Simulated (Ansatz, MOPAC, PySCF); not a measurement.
Species: C₄H₂, charge 0, multiplicity 1. SMILES: C#CC#C
Geometry from a B3LYP-D3(BJ)/def2-TZVP (Ansatz, a first-principles code) optimisation:
```xyz
6

C      0.0000     0.0000    -1.8866
C      0.0000     0.0000    -0.6818
C      0.0000     0.0000     0.6818
C      0.0000     0.0000     1.8866
H      0.0000     0.0000    -2.9488
H      0.0000     0.0000     2.9488
```
Charge 0, spin multiplicity 1.

Unscaled harmonic wavenumbers (cm⁻¹) in rising order, each level at the stationary point that it reaches from this structure (no distance between atoms moves by over 0.3 Å); the order of modes can differ between levels, and a negative number is imaginary. B3LYP-D3(BJ)/def2-TZVP (PySCF, at the structure above): 239, 239, 533, 533, 660, 660, 666, 666, 918, 2112, 2282, 3471, 3473.

PM3 (MOPAC): 245, 245, 595, 595, 848, 848, 859, 859, 1025, 2196, 2447, 3353, 3354. Zero-point energy 25.0 against 23.5 kcal/mol; where all levels lie over 400 cm⁻¹, the wavenumbers are on average 1.140 times those of B3LYP-D3(BJ)/def2-TZVP.

HF/3-21G (Ansatz): 243, 243, 598, 598, 914, 914, 926, 926, 939, 2293, 2511, 3654, 3656. Zero-point energy 26.3 against 23.5 kcal/mol; where all levels lie over 400 cm⁻¹, the wavenumbers are on average 1.192 times those of B3LYP-D3(BJ)/def2-TZVP.

HF/6-31G* (Ansatz): 280, 280, 681, 681, 823, 823, 888, 888, 942, 2312, 2506, 3665, 3665. Zero-point energy 26.4 against 23.5 kcal/mol; where all levels lie over 400 cm⁻¹, the wavenumbers are on average 1.186 times those of B3LYP-D3(BJ)/def2-TZVP.

B3LYP/6-31G* (Ansatz): 272, 272, 589, 589, 609, 609, 719, 719, 925, 2127, 2301, 3494, 3496. Zero-point energy 23.9 against 23.5 kcal/mol; where all levels lie over 400 cm⁻¹, the wavenumbers are on average 1.023 times those of B3LYP-D3(BJ)/def2-TZVP.
